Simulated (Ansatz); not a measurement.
A CCSD(T) single point on `N=[C](S)[SnH3]`.

```yaml
crystal:
  periodic: [false, false, false]
  atoms:
    - {symbol: N, position_ang: [0.610011, 0.860432, -1.754745]}
    - {symbol: C, position_ang: [0.666525, 0.469542, -0.554560]}
    - {symbol: S, position_ang: [2.167179, 0.816930, 0.310003]}
    - {symbol: Sn, position_ang: [-0.922634, -0.579812, 0.494540]}
    - {symbol: H, position_ang: [-0.276956, 0.631476, -2.198002]}
    - {symbol: H, position_ang: [1.815838, 0.263871, 1.481306]}
    - {symbol: H, position_ang: [-2.186971, -0.714477, -0.643673]}
    - {symbol: H, position_ang: [-0.373259, -2.115367, 0.991120]}
    - {symbol: H, position_ang: [-1.411132, 0.321205, 1.856912]}
basis:
  gaussian: {orbitals: def2-TZVPP}
correlation: {method: ccsd_t}
```

```sh
$ ansatz run in.yaml --threads 4 --pin off --events-out ev --progress --plain --max-ram 10444MiB
```

Output of Ansatz, abridged:

```
Functional definition: HF
1476 factors; integrals over basis functions are off by at most 8.3e-4 eV
mean field evaluation 1: about -19210.0934 eV, gradient 3.6e1 eV
mean field evaluation 2: about -19210.3422 eV, gradient 3.6e1 eV
mean field evaluation 4: about -19213.9331 eV, gradient 4.2e0 eV
mean field evaluation 8: about -19214.0413 eV, gradient 6.0e-1 eV
mean field evaluation 16: about -19214.0452 eV, gradient 2.8e-6 eV
mean field -19214.04523611 eV, -706.1031386795 hartree, gradient 2.8e-6 eV, S^2 0.000000; 0 other end points of the search recorded, 0 dependent functions left out
11 core orbitals not correlated: weight in the atoms' cores, before any rotation towards them, 1.000 or more for the frozen orbitals, at most 0.000 for the correlated occupied ones
reference -19214.04523611 eV, -706.1031386795 hartree; 17, 17 occupied and 196, 196 virtual orbitals, 1476 factors
second order -23.87077361 eV of doubles, -0.00000000 eV of singles
cycle   1  -23.88716542 eV  change   -1.6e-2 eV  update   1.2e-1
cycle   2  -24.59073250 eV  change   -7.0e-1 eV  update   3.8e-2
cycle   3  -24.73002902 eV  change   -1.4e-1 eV  update   2.1e-2
cycle   4  -24.71711690 eV  change    1.3e-2 eV  update   5.5e-3
cycle   5  -24.71508689 eV  change    2.0e-3 eV  update   2.8e-3
cycle   6  -24.71555492 eV  change   -4.7e-4 eV  update   9.2e-4
cycle   7  -24.71528189 eV  change    2.7e-4 eV  update   4.6e-4
cycle   8  -24.71525111 eV  change    3.1e-5 eV  update   1.6e-4
cycle   9  -24.71529783 eV  change   -4.7e-5 eV  update   5.8e-5
cycle  10  -24.71529016 eV  change    7.7e-6 eV  update   2.4e-5
perturbative correction -1.04818993 eV, -0.0385202695 hartree
Total energy: -19239.80871620 eV, -707.0499291097 hartree
```

Hardware: 4 threads of an Arm Neoverse V2 on a shared host. Wall time 91 s, peak host memory 3.9 GiB.

The correlation energy is -25.763 eV, 4.1 % of it from (T); the T1 diagnostic reads 0.0148.
